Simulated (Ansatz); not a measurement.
Reaction (silylene formation by 1,1-elimination): `O[SiH](O)[SiH3]` → `O[SiH3]` + `O[SiH]`

Isolated molecules relaxed with PBE0-D4/def2-TZVP in Ansatz; ΔE leaves out vibrations. CBS: MP2 limit from def2 TZ/QZ plus the TZ coupled-cluster correction, frozen cores. This one scheme is used for every species. Functionals use def2-TZVPP. B3LYP here is the variant with VWN-RPA as its local correlation; programs differ in this. One conformer a species, not always the lowest.

`O[SiH](O)[SiH3]`:

```xyz
10

O    -0.310   -1.966    0.015
Si    0.530   -0.568   -0.218
O     1.586   -0.246    1.005
Si   -0.877    1.306   -0.288
H    -0.918   -2.000    0.755
H     1.256   -0.821   -1.489
H     2.325   -0.845    1.125
H    -1.668    1.394    0.971
H    -1.828    1.186   -1.426
H    -0.096    2.561   -0.450
```

`O[SiH3]`:

Cartesian coordinates in Å:
```
O -0.622 -0.957 0.583
Si 0.197 0.169 -0.298
H -0.921 -0.708 1.458
H -0.631 1.381 -0.547
H 0.530 -0.486 -1.584
H 1.446 0.601 0.387
```

`O[SiH]`:

Cartesian coordinates in Å:
```
O -0.657 0.212 -0.356
Si 0.683 -0.549 0.252
H -1.205 -0.345 -0.916
H 1.179 0.681 1.019
```

| level | ΔE (kcal/mol) | difference from CCSD(T)/CBS |
| --- | --- | --- |
| LDA (SPW92) | 56.3 | 8.1 |
| PBE-D4 | 50.5 | 2.3 |
| revPBE-D4 | 49.2 | 1.0 |
| BLYP-D4 | 44.5 | -3.7 |
| r2SCAN-D4 | 53.2 | 5.0 |
| B97M-V | 49.0 | 0.8 |
| B3LYP-D4 | 47.2 | -1.0 |
| r2SCAN0-D4 | 54.0 | 5.8 |
| BHLYP-D4 | 49.8 | 1.6 |
| CAM-B3LYP-D4 | 48.5 | 0.3 |
| ωB97X-V | 50.8 | 2.6 |
| ωB97M-V | 46.0 | -2.2 |
| B2PLYP | 46.0 | -2.2 |
| PBE-QIDH | 52.4 | 4.2 |
| BLYP | 40.3 | -7.9 |
| r2SCAN | 52.6 | 4.4 |
| PBE0 | 50.9 | 2.7 |
| B3LYP | 43.9 | -4.3 |
| r2SCANh | 52.9 | 4.7 |
| r2SCAN0 | 53.3 | 5.1 |
| BHLYP | 46.8 | -1.4 |
| LC-ωPBE | 52.7 | 4.5 |
| RPA@PBE/def2-TZVPP | 41.9 | -6.3 |
| CCSD/def2-SVP | 43.1 | -5.1 |
| CCSD(T)/def2-SVP | 43.4 | -4.8 |
| HF/def2-TZVPP | 43.9 | -4.3 |
| SCS-MP2/def2-TZVPP | 46.3 | -1.9 |
| CCSD/def2-TZVPP | 46.2 | -2.0 |
| CCSD(T)/def2-TZVPP | 46.8 | -1.4 |
| HF/def2-QZVPP | 43.7 | -4.5 |
| MP2/def2-QZVPP | 49.8 | 1.6 |
| SCS-MP2/def2-QZVPP | 47.2 | -1.0 |
| HF/CBS(def2) | 43.7 | -4.5 |
| MP2/CBS(def2) | 50.5 | 2.3 |
| HF/cc-pV(D+d)Z | 44.1 | -4.1 |
| MP2/cc-pV(D+d)Z | 47.2 | -1.0 |
| MP2/cc-pV(T+d)Z | 49.0 | 0.8 |
| MP2/cc-pV(Q+d)Z | 49.9 | 1.7 |
| CCSD/cc-pV(Q+d)Z | 47.4 | -0.8 |
| CCSD/CBS(cc) | 48.3 | 0.1 |
| CCSD(T)/CBS | 48.2 | 0 |

Task: What do rigid-rotor, harmonic-oscillator terms from PBE0-D4/def2-TZVP frequencies (298.15 K, 1 bar) make of the CCSD(T)/CBS value? (An estimate is asked.)

Result: Computed: ΔZPE = -1.8 kcal/mol, ΔH = +46.8 kcal/mol, ΔS = 153 J/(mol·K), ΔG = +35.9 kcal/mol.

Largest T1 diagnostic among the species: 0.016.

At CCSD(T), def2-SVP lies −4.8 kcal/mol from the extrapolated value and def2-TZVPP −1.4 kcal/mol. The D4 term adds +3.4 kcal/mol with B3LYP and +1.8 kcal/mol with PBE0; it sums over pairs of atoms, weighted by their polarisabilities, and B3LYP, whose exchange is more repulsive, gets the larger term. From PBE to PBE0 (25 % exact exchange), in def2-TZVPP and without D4, ΔE moves by +2.5 kcal/mol.
